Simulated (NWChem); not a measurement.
B₃H₂O₃, doublet; SMILES O1[B]OBOB1

All runs: NWChem. Pople sets run with spherical d functions. Spin-unrestricted. In the optimisation the excess spin sits in a1 (C2v, its own frame). All runs use the structure optimised with B3LYP/6-31G* (spherical d), spin-unrestricted. No stability test was run on the SCF state.

For level CAM-B3LYP/6-311G**:

- highest occupied level (eV) = -7.90
- lowest empty minus highest occupied level, either spin (eV) = 7.20
- dipole (D) = 0.67

Question: What are these values for level CAM-B3LYP/6-31G*?

Answer: The highest occupied level (eV) is -7.69 and the lowest empty minus highest occupied level, either spin (eV) is 7.50. The dipole (D) comes out as 0.53.
